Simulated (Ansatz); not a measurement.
`C[SiH]1[SiH2]S1` + SiH₄ → `[SiH3][SiH]1[SiH2]S1` + CH₄ at 500 K and 1 bar (formal exchange of groups at the Si–C bond).

Gas-phase electronic energies from Ansatz, PBE0-D4/def2-TZVP geometries. CCSD(T)/CBS is the MP2 limit (def2-TZVPP, def2-QZVPP) plus CCSD(T) − MP2 in def2-TZVPP, frozen cores. This one scheme is used for every species.

```
               species  CCSD(T)/CBS energy (Eh)  H − E (kJ/mol)  S (J/(mol·K))
     `C[SiH]1[SiH2]S1`              -1017.63316           215.5          398.9
                  SiH₄               -291.46306           102.4          230.9
`[SiH3][SiH]1[SiH2]S1`              -1268.63937           189.7          430.8
                   CH₄                -40.46206           135.6          206.8
```

H − E and S are ideal-gas, rigid-rotor, harmonic terms from PBE0-D4/def2-TZVP, for one conformer and one mirror image of each species. 1 Eh = 2625.50 kJ/mol, R = 8.31446 J/(mol·K).

By hand: ΔE, ΔH, ΔS and ΔG.

ΔE = (-1268.63937) + (-40.46206) − (-1017.63316) − (-291.46306) = -0.00521 Eh = -13.7 kJ/mol. Δ(H − E) = 189.7 + 135.6 − 215.5 − 102.4 = 7.4, so ΔH = -6.3 kJ/mol. ΔS = 430.8 + 206.8 − 398.9 − 230.9 = 7.8 J/(mol·K). ΔG = -6.3 − 500 × (7.8)/1000 = -10.2 kJ/mol.

By hand: the equilibrium constant, and the temperature at which ΔG would vanish if ΔH and ΔS stayed fixed.

log₁₀ K = −ΔG/(RT ln 10) = 1.1. ΔH and −TΔS have one sign here, so there is no such temperature.

TΔS isn't small against ΔH here. A doubt of 5 kJ/mol in ΔE shifts log₁₀ K by 0.5 here. Other conformers and mirror images would add mixing entropy, several J/(mol·K) or more a flexible species. These are equilibria of isolated gas molecules and say nothing of rates. Largest T1 diagnostic: 0.014 (customary marks: 0.02 for closed shells, 0.045 for open ones).

ΔS is within the doubt of such terms, so its sign, and with it that verdict, could turn.
